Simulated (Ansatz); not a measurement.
FGaH4Si (`F[SiH2][GaH2]`), one more setting.

```yaml
crystal:
  periodic: [false, false, false]
  atoms:
    - {symbol: F, position_ang: [-2.273159, -0.296362, 0.743626]}
    - {symbol: Si, position_ang: [-1.015073, -0.188722, -0.453073]}
    - {symbol: Ga, position_ang: [1.227376, 0.331446, 0.508169]}
    - {symbol: H, position_ang: [-0.951055, -1.483197, -1.171150]}
    - {symbol: H, position_ang: [-1.306609, 1.146347, -1.279065]}
    - {symbol: H, position_ang: [1.519683, 0.171049, 1.992560]}
    - {symbol: H, position_ang: [2.616766, 0.436245, -0.065092]}
basis:
  gaussian: {orbitals: def2-SVP}
total_charge: 1
magnetization: {spin_polarized: true, initial_magnetization: 1}
hamiltonian: {xc: {name: CAM-B3LYP}}
```

```sh
$ ansatz run in.yaml --threads 2 --pin off --events-out ev --progress --plain --max-ram 4352MiB
```

It prints (some lines left out):

```
Functional definition: CAM-B3LYP
824 factors; integrals over basis functions are off by at most 1.2e-3 eV
278 factors; integrals over basis functions are off by at most 7.5e-6 eV
mean field evaluation 1: about -63010.6101 eV, gradient 4.9e1 eV
mean field evaluation 2: about -62870.2850 eV, gradient 1.5e2 eV
mean field evaluation 4: about -63018.8563 eV, gradient 6.4e0 eV
mean field evaluation 8: about -63019.0066 eV, gradient 7.3e-1 eV
mean field evaluation 16: about -63019.0557 eV, gradient 4.6e-2 eV
mean field -63019.05587255 eV, -2315.9075874659 hartree, gradient 3.1e-5 eV, S^2 0.761798; 2 other end points of the search recorded, 0 dependent functions left out
reference -63019.05599322 eV, -2315.9075919005 hartree; 29, 28 occupied and 55, 56 virtual orbitals, 824 factors
Total energy: -63019.05599322 eV, -2315.9075919005 hartree
```

Run time 2.4 s (2 threads of an Intel Xeon 6975P-C on a shared host); peak host memory 0.36 GiB.
